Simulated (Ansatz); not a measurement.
C₃H₁₂Si₃, charge +1, doublet, at a GFN2-xTB geometry (a state made from the parent by changing its charge; the spin is typed, not shown lowest). Base run: HF/def2-SV(P) (Ansatz, a program for electronic structure).

Geometry (Å):
```xyz
18

C     -0.7117     1.2335    -1.0764
Si     1.0754     1.4369    -0.4748
C      1.8794    -0.2890    -0.1624
Si     0.7511    -1.4424     0.8954
C     -1.0145    -1.4548     0.2029
Si    -1.9091     0.2614     0.0974
H     -0.7286     0.7645    -2.0594
H     -1.1919     2.2035    -1.1911
H      1.8733     1.9254    -1.6132
H      1.1301     2.2252     0.7533
H      2.0886    -0.7672    -1.1178
H      2.8383    -0.1610     0.3334
H      1.3454    -2.7618     0.6174
H      0.7676    -0.9931     2.2849
H     -1.6711    -2.0512     0.8336
H     -1.0308    -1.9188    -0.7825
H     -1.9548     0.8933     1.4146
H     -3.2307     0.1204    -0.5115
```
Charge +1, spin multiplicity 2.
Orbitals are unrestricted.
All else is at Ansatz's defaults.
Base energy -986.69636 Eh.

The base run was repeated with changes; each row names its change, and settings that it needs were set with it.

```json
[
 {"change": "base", "ΔE vs base (mEh)": "0.000"},
 {"change": "accuracy = high", "ΔE vs base (mEh)": "-0.002"},
 {"change": "lower_state_search = full", "ΔE vs base (mEh)": "0.000"},
 {"change": "fitting.mean_field = def2-universal-JKFIT", "ΔE vs base (mEh)": "0.040"},
 {"change": "lower_state_search = light", "ΔE vs base (mEh)": "0.000"},
 {"change": "point_charge = charge:0.5 position_ang:4.2349, -2.0526, -4.2821", "ΔE vs base (mEh)": "44.520"},
 {"change": "point_charge = charge:1.0 position_ang:2.3844, -4.8521, 3.1848", "ΔE vs base (mEh)": "86.319"},
 {"change": "lower_state_search = off", "ΔE vs base (mEh)": "0.000"},
 {"change": "fitting.mean_field = cc-pVTZ-JKFIT", "ΔE vs base (mEh)": "0.077"},
 {"change": "nuclear_model = gaussian", "ΔE vs base (mEh)": "0.493"},
 {"change": "point_charge = charge:-1.0 position_ang:-5.7414, -1.7252, 1.7694", "ΔE vs base (mEh)": "-86.568"}
]
```
